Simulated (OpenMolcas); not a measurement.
**Ag VIII: effect of correlating more closed shells**

* Program: OpenMolcas 26.06
* Basis: ANO-R3 [8s6p5d3f2g1h]
* Scalar Hamiltonian: X2C, finite nucleus
* Active space: 4 electrons in 5 orbitals (4d)
* State averaging: 2S+1 = 5 even, 5 roots; 2S+1 = 3 even, 45 roots; 2S+1 = 1 even, 50 roots
* Spin-orbit coupling: RASSI with atomic mean-field integrals over the reference wave functions, term energies averaged over their components

Methods on the same reference wave functions:
A. CASSCF
B. MS-CASPT2, IPEA 0.25 Eh, imaginary shift 0.1 Eh (closed shells correlated: 4s 4p)
C. MS-CASPT2, IPEA 0.25 Eh, imaginary shift 0.1 Eh (closed shells correlated: 3d 4s 4p)

Energies in cm⁻¹ above 4d⁴ ⁵D₀, the measured ground level; measured values from Atoms 5, 11 (2017), spectra Ag VII to Ag IX.

```
            Level      A      B      C  Measured
          4d⁴ ⁵D₀    0.0    0.0    0.0       0.0
          4d⁴ ⁵D₁   1095   1210   1214      1340
          4d⁴ ⁵D₂   2783   2960   2970      3212
          4d⁴ ⁵D₃   4763   4940   4950      5292
          4d⁴ ⁵D₄   6897   7020   7020      7443
       4d⁴ ³P₀(1)  25259  21600  21490     21309
   4d⁴ ³H₄ [70 %]  26367  23770  23650     23302
          4d⁴ ³H₅  28838  26490  26380     26250
       4d⁴ ³P₁(1)  30099  26530  26410     26526
          4d⁴ ³H₆  30594  28360  28250     28185
       4d⁴ ³F₂(1)  31913  28320  28190     28051
4d⁴ ³F₄(1) [54 %]  32869  29660  29530          
       4d⁴ ³P₂(1)  36133  32180  32050     32134
   4d⁴ ³G₄ [60 %]  36989  33140  32990     32698
          4d⁴ ³G₅  38709  35190  35050     35077
          4d⁴ ¹I₆  43340  40110  39950     39744
          4d⁴ ³D₃  43569  37570  37380     36879
   4d⁴ ³D₂ [69 %]  44367  38790  38620     38402
          4d⁴ ³D₁  45534  39650  39460     39191
4d⁴ ¹G₄(1) [74 %]  47848  43460  43310     43104
       4d⁴ ¹S₀(1)  52741  45730  45540          
       4d⁴ ¹D₂(1)  55047  49460  49260          
          4d⁴ ¹F₃  60341  52980  52740     52004
       4d⁴ ³P₂(2)  68917  60200  59910
```

Deviations, from unrounded energies. A percentage is the sum of absolute deviations over the sum of measured energies, with the sign that they share, or ± where signs differ.

```tsv
Against measurement	Levels	A	B	C
mean absolute deviation (cm-1)	19	3600	340	240
fine structure of the ground term (%)	4	-10.1	-6.7	-6.6
other terms of the ground configuration (%)	15	+13.3	+1.1	±0.7
```

C lies closest to measurement on these levels and A furthest from it. The largest miss of C in the table is 4d⁴ ¹F₃, by +730 cm-1. The ranking rests on the paired levels alone, and a cruder setting can come out closer through cancelling errors.

Between B and C the level of the table that moves most is 4d⁴ ³P₂(2), by 290 cm-1 (lowest in C, highest in B). Moves below CASPT2's spread within the term are not significant.

The mean deviations of B to C differ by less than CASPT2's widest spread within a term (1400 cm-1), so their order carries little weight.

From A to B the spin-free energies of the other terms of 4d⁴ shown, above ⁵D, scale by factors of 0.84 to 0.90, as is usual when dynamic correlation screens the repulsion within a d or f shell.

The lowest spin-free term lies below A's lowest term by 0.390 hartree in B, 0.511 hartree in C.

What an inner shell adds also hangs on whether the basis holds functions to correlate it.

Term energies are means over components that CASPT2 splits; among the terms shown or strongly mixed into the levels shown the widest spread is 1400 cm-1 (4d⁴ ¹I, C). Without dynamic correlation excited terms often stand tens of per cent too high (terms of higher spin than the ground term too low), and those without a measured partner can miss by more than the paired ones (holds for A). Some levels mix across a computed gap that differs much from the measured one, so their mixing is not that of the real levels (holds for A). The CASPT2 spread within a term exceeds the gap to the next term for 4d⁴ ³D and 4d⁴ ¹I, 4d⁴ ¹I and 4d⁴ ¹G(1), so the order of their levels is uncertain (holds for B; C). Computed and measured levels are paired by configuration, term and J; levels that our copy of the source lacks, or whose pairing is in doubt (as where it misses far off the trend of its configuration), stay unpaired and out of the deviations. Levels of configurations outside the active space are missing. Levels that lie high or do not pair safely by name in every column are left out.

A share in square brackets marks a mixed level and gives the weight of the term that names it, the lowest over the columns. A number in round brackets counts repeated terms of one configuration in the order of the reference energies.
